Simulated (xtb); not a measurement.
C₄H₉N, SMILES C=CN(C)C. All values are semi-empirical tight-binding results from xtb (GFN2-xTB unless named), good for trends rather than for accurate numbers. Geometry: GFN2-xTB. One conformer was computed; it need not be the lowest.

Optimised geometry:

```xyz
14

C      1.9073     0.6020     0.0520
C      0.9830    -0.3415    -0.1039
N     -0.3782    -0.1714    -0.2279
C     -1.2312    -1.2657     0.1645
C     -0.9324     1.1399    -0.0014
H      2.9494     0.3409     0.0527
H      1.6775     1.6449     0.1673
H      1.2888    -1.3751    -0.2053
H     -2.1886    -1.1816    -0.3531
H     -1.4239    -1.2807     1.2468
H     -0.7687    -2.2105    -0.1163
H     -0.8545     1.4561     1.0476
H     -0.4089     1.8636    -0.6245
H     -1.9840     1.1339    -0.2867
```

Computed properties:
```yaml
orbital_gap: 4.60 eV
dipole_moment: 1.60 D
zero_point_energy: 76.7 kcal/mol
G − E(el) at 298.15 K (modified RRHO): 58.2 kcal/mol
static polarisability (D4 model): 60.6 bohr³
solvation energy, GFN2-xTB/ALPB(water): -1.3 kcal/mol
solvation energy, GFN2-xTB/ALPB(ether): -4.5 kcal/mol
```

Problem. Give the IR lines (harmonic; lines under 4 % of the strongest left out, lines within 3 cm⁻¹ merged). (Estimate from the structure and the level; the computed values follow.)

Solution. ν (cm⁻¹): 256 (w), 796 (w), 830 (w), 985 (w), 1017 (w), 1101 (m), 1123 (w), 1330 (w), 1341 (w), 1407 (w), 1422 (w), 1435 (w), 1480 (w), 1498 (w), 1704 (vs), 2873 (m), 2886 (m), 2984 (m), 3011 (m), 3016 (w), 3023 (w), 3050 (m), 3130 (w), 3152 (m) (against the strongest line: vs over 80 %, s over 45 %, m over 15 %, w over 4 %, vw less)

Problem. Give the atomic charges and the Wiberg bond orders between heavy atoms. (The exact figures need the calculation; the answer reports its results.)

Solution. charges (e) C1 -0.14, C2 0.02, N3 -0.10, C4 -0.04, C5 -0.04, H6 0.02, H7 0.02, H8 0.02, H9 0.04, H10 0.03, H11 0.05, H12 0.03, H13 0.05, H14 0.04. Bond orders C1–C2 1.82, C2–N3 1.15, N3–C4 1.01, N3–C5 1.01.
